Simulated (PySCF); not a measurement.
PySCF input file for C₂H₁₀O₂Si₂, SMILES CC([SiH2]O)[SiH2]O, TDA-B3LYP/def2-SVPD. Geometry: B3LYP-D3(BJ)/def2-SVP. The structure was generated by enumeration, and PubChem lists no compound with its InChIKey, so it may never have been made. One conformer was computed; it need not be the lowest.

```python
import numpy as np
from pyscf import gto, scf, dft, tdscf

mol = gto.M(
    atom='''
    C    -0.19555580    0.18937038    1.95923640
    C     0.03092035   -0.51651623    0.60410837
    Si    1.25974868    0.44400316   -0.46220250
    O     2.74297274    0.59901819    0.30403084
    Si   -1.56329068   -0.84893936   -0.34966378
    O    -1.96267319    0.45661814   -1.32400468
    H     0.75694610    0.38082148    2.47917575
    H    -0.83460592   -0.40450671    2.63255632
    H    -0.68642850    1.16857951    1.82430225
    H     0.48486149   -1.51293922    0.77723314
    H     0.79135583    1.84200463   -0.64370802
    H     1.40687518   -0.24149698   -1.78151102
    H     3.26197564   -0.20564767    0.41637830
    H    -1.38870683   -1.98640124   -1.28942712
    H    -2.66138621   -1.15372951    0.62151670
    H    -2.13588264    1.30020724   -0.89066601
    ''',
    basis='def2-SVPD',
    charge=0,
    spin=0,
    max_memory=1600,
    verbose=4,
)
mf = dft.RKS(mol, xc='b3lyp').density_fit(auxbasis='def2-universal-jkfit')
mf.grids.level = 3
mf.conv_tol = 1e-9
mf.max_cycle = 100
mf.kernel()
mf.grids = dft.Grids(mol).set(level=1).build(with_non0tab=True)  # coarser grid for the response kernel
td = tdscf.TDA(mf)
td.singlet = True
td.nstates = 6
td.conv_tol = 1e-4
td.positive_eig_threshold = 1e-6
td.kernel(x0=td.get_init_guess(mf, 11))
td.analyze()
tt = tdscf.TDA(mf)
tt.singlet = False
tt.nstates = 2
tt.conv_tol = 1e-4
tt.positive_eig_threshold = 1e-6
tt.kernel(x0=tt.get_init_guess(mf, 7))
tt.analyze(verbose=3)
```

It prints:

```
PySCF version 2.14.0

[INPUT] verbose = 4
[INPUT] num. atoms = 16
[INPUT] num. electrons = 66
[INPUT] charge = 0
[INPUT] spin (= nelec alpha-beta = 2S) = 0
[INPUT] symmetry False subgroup None
[INPUT] Mole.unit = angstrom
[INPUT] Symbol           X                Y                Z      unit          X                Y                Z       unit  Magmom
[INPUT]  1 C     -0.195555800000   0.189370380000   1.959236400000 AA   -0.369546904070   0.357858154305   3.702420209279 Bohr   0.0
[INPUT]  2 C      0.030920350000  -0.516516230000   0.604108370000 AA    0.058430993176  -0.976074213593   1.141599368857 Bohr   0.0
[INPUT]  3 Si     1.259748680000   0.444003160000  -0.462202500000 AA    2.380579990982   0.839044370841  -0.873436139089 Bohr   0.0
[INPUT]  4 O      2.742972740000   0.599018190000   0.304030840000 AA    5.183467245748   1.131980322733   0.574535021021 Bohr   0.0
[INPUT]  5 Si    -1.563290680000  -0.848939360000  -0.349663780000 AA   -2.954191238285  -1.604262886764  -0.660768779880 Bohr   0.0
[INPUT]  6 O     -1.962673190000   0.456618140000  -1.324004680000 AA   -3.708914801126   0.862883228108  -2.502006232842 Bohr   0.0
[INPUT]  7 H      0.756946100000   0.380821480000   2.479175750000 AA    1.430420820058   0.719648299552   4.684963182163 Bohr   0.0
[INPUT]  8 H     -0.834605920000  -0.404506710000   2.632556320000 AA   -1.577176610741  -0.764406897449   4.974810452293 Bohr   0.0
[INPUT]  9 H     -0.686428500000   1.168579510000   1.824302250000 AA   -1.297161869096   2.208295228678   3.447431620928 Bohr   0.0
[INPUT] 10 H      0.484861490000  -1.512939220000   0.777233140000 AA    0.916255424449  -2.859040768913   1.468757769536 Bohr   0.0
[INPUT] 11 H      0.791355830000   1.842004630000  -0.643708020000 AA    1.495445785778   3.480884270881  -1.216431861986 Bohr   0.0
[INPUT] 12 H      1.406875180000  -0.241496980000  -1.781511020000 AA    2.658608781648  -0.456363152110  -3.366567915695 Bohr   0.0
[INPUT] 13 H      3.261975640000  -0.205647670000   0.416378300000 AA    6.164240584603  -0.388617774455   0.786840951212 Bohr   0.0
[INPUT] 14 H     -1.388706830000  -1.986401240000  -1.289427120000 AA   -2.624275576013  -3.753754317096  -2.436664114387 Bohr   0.0
[INPUT] 15 H     -2.661386210000  -1.153729510000   0.621516700000 AA   -5.029291048594  -2.180232795729   1.174496344843 Bohr   0.0
[INPUT] 16 H     -2.135882640000   1.300207240000  -0.890666010000 AA   -4.036233223813   2.457035588777  -1.683114827359 Bohr   0.0

nuclear repulsion = 387.583641116134
number of shells = 94
number of NR pGTOs = 310
number of NR cGTOs = 214
basis = def2-SVPD
ecp = {}


[settings echo left out]
init E= -811.593988631481
  HOMO = -0.327011267715723  LUMO = -0.0571486998700435  gap/eV = 7.34333
cycle= 1 E= -811.24659418162  delta_E= 0.347  |g|= 1.04  |ddm|= 5.12
  HOMO = -0.158810448547562  LUMO = 0.0058229296915643  gap/eV = 4.47990
cycle= 2 E= -810.761850110003  delta_E= 0.485  |g|= 1.87  |ddm|= 3.01
  HOMO = -0.27548041500115  LUMO = -0.0175868428134272  gap/eV = 7.01764
cycle= 3 E= -811.455340449417  delta_E= -0.693  |g|= 0.147  |ddm|= 1.87
  HOMO = -0.28982806841981  LUMO = -0.0155897535150737  gap/eV = 7.46240
cycle= 4 E= -811.459019795713  delta_E= -0.00368  |g|= 0.0818  |ddm|= 0.295
  HOMO = -0.28200557279332  LUMO = -0.0137970623097847  gap/eV = 7.29833
cycle= 5 E= -811.460764668367  delta_E= -0.00174  |g|= 0.0113  |ddm|= 0.114
  HOMO = -0.283198288383738  LUMO = -0.0142799063288832  gap/eV = 7.31764
cycle= 6 E= -811.460800213376  delta_E= -3.55e-05  |g|= 0.00253  |ddm|= 0.0255
  HOMO = -0.283026857158317  LUMO = -0.0142426119888102  gap/eV = 7.31399
cycle= 7 E= -811.460801761111  delta_E= -1.55e-06  |g|= 0.00085  |ddm|= 0.00498
  HOMO = -0.283048195566073  LUMO = -0.0142448153821397  gap/eV = 7.31451
cycle= 8 E= -811.460801920535  delta_E= -1.59e-07  |g|= 0.000275  |ddm|= 0.0014
  HOMO = -0.283049699693874  LUMO = -0.014249682458622  gap/eV = 7.31442
cycle= 9 E= -811.460801935644  delta_E= -1.51e-08  |g|= 8.19e-05  |ddm|= 0.000393
  HOMO = -0.283051592016895  LUMO = -0.0142497857744566  gap/eV = 7.31447
cycle= 10 E= -811.460801936919  delta_E= -1.27e-09  |g|= 2.65e-05  |ddm|= 0.000129
  HOMO = -0.283052365633272  LUMO = -0.0142498037070111  gap/eV = 7.31449
cycle= 11 E= -811.460801937082  delta_E= -1.63e-10  |g|= 4.62e-06  |ddm|= 4.57e-05
  HOMO = -0.283051947413206  LUMO = -0.0142496125723941  gap/eV = 7.31448
Extra cycle  E= -811.460801937083  delta_E= -1.36e-12  |g|= 5.71e-06  |ddm|= 1.45e-05
converged SCF energy = -811.460801937083
tot grids = 58264
Overwritten attributes  positive_eig_threshold  of <class 'pyscf.tdscf.rks.TDA'>


******** <class 'pyscf.tdscf.rks.TDA'> for <class 'pyscf.df.df_jk.DFRKS'> ********
nstates = 6 singlet
deg_eia_thresh = 1.000e-03
wfnsym = None
conv_tol = 0.0001
eigh lindep = 1e-12
eigh level_shift = 0
eigh max_cycle = 100


Excitation energies (eV)
[6.36304734 6.53927216 7.0987864  7.26327988 7.34191268 7.41105923]

** Singlet excitation energies and oscillator strengths **
Excited State   1:      6.36305 eV    194.85 nm  f=0.0104
      33 -> 34        0.69491
Excited State   2:      6.53927 eV    189.60 nm  f=0.0080
      32 -> 34       -0.11408
      33 -> 35        0.69142
Excited State   3:      7.09879 eV    174.66 nm  f=0.0029
      32 -> 34       -0.66801
      33 -> 35       -0.11990
      33 -> 36       -0.11757
Excited State   4:      7.26328 eV    170.70 nm  f=0.0186
      30 -> 34        0.15874
      32 -> 35       -0.60117
      33 -> 36       -0.28650
Excited State   5:      7.34191 eV    168.87 nm  f=0.0080
      32 -> 34        0.10687
      32 -> 35        0.27043
      33 -> 36       -0.62551
Excited State   6:      7.41106 eV    167.30 nm  f=0.0016
      31 -> 34       -0.63949
      31 -> 35        0.25475

** Transition electric dipole moments (AU) **
state          X           Y           Z        Dip. S.      Osc.
  1         0.2356      0.0871     -0.0601      0.0667      0.0104
  2         0.1936      0.0928     -0.0609      0.0498      0.0080
  3         0.0459      0.1134     -0.0427      0.0168      0.0029
  4        -0.3107      0.0186     -0.0881      0.1046      0.0186
  5         0.1680      0.0263     -0.1257      0.0447      0.0080
  6        -0.0075     -0.0923     -0.0058      0.0086      0.0016

** Transition velocity dipole moments (imaginary part, AU) **
state          X           Y           Z        Dip. S.      Osc.
  1         0.0298      0.0077     -0.0162      0.0012      0.0035
  2         0.0413      0.0235     -0.0087      0.0023      0.0065
  3         0.0279      0.0260     -0.0156      0.0017      0.0043
  4        -0.0636      0.0066     -0.0208      0.0045      0.0113
  5         0.0441      0.0259     -0.0239      0.0032      0.0079
  6        -0.0070     -0.0105      0.0048      0.0002      0.0004

** Transition magnetic dipole moments (imaginary part, AU) **
state          X           Y           Z
  1         0.1658     -0.8630     -0.9980
  2        -0.0200     -0.3143     -0.0559
  3        -0.0445     -0.3222      0.5104
  4        -0.5085     -0.6022      0.3167
  5         0.3202      0.2422      0.0522
  6        -0.8324     -0.4160     -0.5735


******** <class 'pyscf.tdscf.rks.TDA'> for <class 'pyscf.df.df_jk.DFRKS'> ********
nstates = 2 triplet
deg_eia_thresh = 1.000e-03
wfnsym = None
conv_tol = 0.0001
eigh lindep = 1e-12
eigh level_shift = 0
eigh max_cycle = 100


Excitation energies (eV)
[6.15032324 6.34945371]

** Triplet excitation energies and oscillator strengths **
Excited State   1:      6.15032 eV    201.59 nm  f=0.0000
Excited State   2:      6.34945 eV    195.27 nm  f=0.0000
```

The calculation finished and met its thresholds.

Cost: around 4 core-minutes (rough).
